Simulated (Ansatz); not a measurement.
Geometry optimisation, RKS B3LYP-D4/def2-SVP in Ansatz 0.2.0.

Input file:

```yaml
crystal:
  periodic: [false, false, false]
  atoms:
    - { symbol: B, position_ang: [0.0, 0.0, 0.0] }
    - { symbol: O, position_ang: [0.0, 0.0, 1.76] }
    - { symbol: H, position_ang: [-0.9095, -0.2814, 2.0971] }
    - { symbol: O, position_ang: [1.2211, 0.0, -0.705] }
    - { symbol: H, position_ang: [1.5209, -0.9519, -0.8599] }
    - { symbol: F, position_ang: [-1.1431, 0.0, -0.66] }
    - { symbol: "N", position_ang: [0.0829, 1.7537, 0.5833] }
    - { symbol: H, position_ang: [0.4765, 1.9752, 1.5423] }
    - { symbol: H, position_ang: [-0.2631, 2.537, -0.0414] }
    - { symbol: H, position_ang: [0.0529, 1.1189, 1.5507] }
basis:
  gaussian: { orbitals: def2-SVP }
hamiltonian:
  xc: b3lyp
  dispersion: d4
relax:
  f_tol: 0.15
  max_steps: 25
  restrain:
    - { distance: [0, 6], at: 1.55, k: 30.0 }
    - { distance: [9, 1], at: 1.01, k: 30.0 }
    - { distance: [0, 1], at: 2.61, k: 30.0 }
    - { distance: [9, 6], at: 2.26, k: 30.0 }
```

Command:

```bash
$ ansatz run input.yaml --threads 2 --pin off --max-ram 3072MiB --backend cpu --events-out ev --progress --plain --runs-dir out
```

Problem. Where does it end, and by what steps?

Solution. The run converged. The restraints hold the end off the free minimum. After 13 steps the energy has fallen by 5.145 eV (the restraints' own energy left out); H8 moved furthest, 1.38 Å. Parted: N7–H10 (1.16 → 2.26 Å).

```
step  energy less start (eV)  largest force component (eV/Å)  accepted
   0                  0.0000                           6.325       yes
   1                 -1.8029                           6.165       yes
   2                 -2.8468                           5.347       yes
   3                 -3.8263                           2.884       yes
   4                 -4.3115                           2.466       yes
   5                 -4.5947                           1.502       yes
   6                 -4.7882                           1.667       yes
   7                 -4.9141                           1.703       yes
   8                 -5.0225                           1.578       yes
   9                 -5.1173                           1.888       yes
  10                 -5.1326                           2.191       yes
  11                 -5.1339                           2.190       yes
  12                 -5.0981                           1.672        no
  13                 -5.1454                           1.843       yes
```

```xyz
10
Properties=species:S:1:pos:R:3
B 0.198 0.566 -0.220
O -0.186 -0.388 2.183
H -1.117 -0.516 1.954
O 1.377 -0.038 -0.495
H 1.275 -0.973 -0.717
F -0.984 -0.012 -0.509
N 0.174 1.940 0.340
H 1.038 2.468 0.380
H -0.652 2.514 0.220
H -0.083 0.591 2.132
```

Run time: 34 s on 2 threads of Arm Neoverse V1 (shared host), peak memory 0.18 GiB.
